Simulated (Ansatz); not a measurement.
`O=C(F)C(F)(F)F` and `C=CSC(F)(F)F` differ in one atom or group.

Ansatz, PBE0-D4/def2-TZVP geometries, multiplicity 1. Each molecule was computed in one conformer, which needn't be the lowest.

| property | `O=C(F)C(F)(F)F` |
| --- | --- |
| HOMO energy (PBE0/def2-TZVPP) / eV | -10.10 |
| LUMO energy (B3LYP/def2-TZVPP) / eV | -2.12 |
| HOMO energy (ωB97M-V/def2-TZVPP) / eV | -12.53 |
| size of the dipole moment (ωB97M-V/def2-TZVPP) / D | 0.74 |
| LUMO energy (ωB97M-V/def2-TZVPP) / eV | 0.64 |
| LUMO energy (PBE/def2-TZVPP) / eV | -2.91 |

Problem. What does the change do to each property? (Best estimate.)

Solution. The calculation gave: 
| property | `C=CSC(F)(F)F` | shift |
| --- | --- | --- |
| HOMO energy (PBE0/def2-TZVPP) / eV | -7.12 | 2.98 |
| LUMO energy (B3LYP/def2-TZVPP) / eV | -0.64 | 1.48 |
| HOMO energy (ωB97M-V/def2-TZVPP) / eV | -9.26 | 3.27 |
| size of the dipole moment (ωB97M-V/def2-TZVPP) / D | 1.78 | 1.04 |
| LUMO energy (ωB97M-V/def2-TZVPP) / eV | 1.68 | 1.04 |
| LUMO energy (PBE/def2-TZVPP) / eV | -1.37 | 1.54 |

With PBE0 the HOMO rises by 2.98 eV and the LUMO rises by 1.38 eV, so the gap narrows by about 1.60 eV. PBE moves the HOMO by 2.30 eV and ωB97M-V by 3.27 eV. Dipoles are sizes alone; their direction can turn.

B3LYP here is the variant with VWN-RPA as its local correlation; programs differ in this.
